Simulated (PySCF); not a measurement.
**Magnetisability: SMILES CC/C(C)=C/CO, C6H12O**

Geometry:
```
atom   x (Å)   y (Å)   z (Å)
  C1  -2.335  -0.694   0.659
  C2  -1.423  -0.673  -0.569
  C3  -0.160   0.095  -0.294
  C4  -0.285   1.588  -0.199
  C5   1.003  -0.520  -0.110
  C6   2.296   0.179   0.195
  O7   3.398  -0.694   0.281
  H8  -1.833  -1.183   1.490
  H9  -3.252  -1.236   0.440
 H10  -2.597   0.317   0.962
 H11  -1.955  -0.209  -1.404
 H12  -1.179  -1.699  -0.852
 H13   0.425   2.074  -0.867
 H14  -0.064   1.928   0.812
 H15  -1.287   1.913  -0.464
 H16   1.066  -1.598  -0.167
 H17   2.487   0.960  -0.561
 H18   2.243   0.674   1.171
 H19   3.443  -1.212  -0.530
```

Computed, not measured: GIAO CAM-B3LYP/pcSseg-1 magnetisability, rotational g tensor and spin-rotation constants, non-relativistic, gas phase in PySCF. Geometry: GFN2-xTB.

(1) What are the magnetisability and the molar susceptibility?

(2) Split it along the inertial axes a, b, c into diamagnetic and paramagnetic parts about the centre of mass, with the quadrupole moment.

(3) And the rotational g tensor?

## Answers

(1) Isotropic -1201 × 10⁻³⁰ J/T², or -72.4 × 10⁻⁶ cm³/mol; principal values -1294, -1185, -1125 × 10⁻³⁰ J/T², anisotropy 148 × 10⁻³⁰ J/T² (root of half the summed squared differences of the principal values). The susceptibility is in cgs units.

(2) 
| axis | χ (10⁻⁶ cm³/mol) | diamagnetic (10⁻⁶ cm³/mol) | paramagnetic (10⁻⁶ cm³/mol) | summed x² of all electrons (Å²) | quadrupole Θ (D Å) |
| --- | --- | --- | --- | --- | --- |
| a | -71.4 | -354.6 | 283.2 | 231.6 | -5.82 |
| b | -68.9 | -1088.5 | 1019.6 | 58.6 | +4.14 |
| c | -76.8 | -1231.2 | 1154.4 | 25.0 | +1.68 |

Anisotropies 2χaa − χbb − χcc = +3.0 and 2χbb − χaa − χcc = +10.4 × 10⁻⁶ cm³/mol. Θ is traceless in Buckingham's convention.

(3) 
| axis | rotational constant (GHz) | g | nuclear part | electronic part |
| --- | --- | --- | --- | --- |
| a | 5.2153 | -0.0187 | 0.6752 | -0.6940 |
| b | 1.2389 | -0.0093 | 0.5841 | -0.5934 |
| c | 1.0924 | -0.0034 | 0.5890 | -0.5924 |

Asymmetric top; isotopes 12C, 1H, 16O; no vibrational averaging.
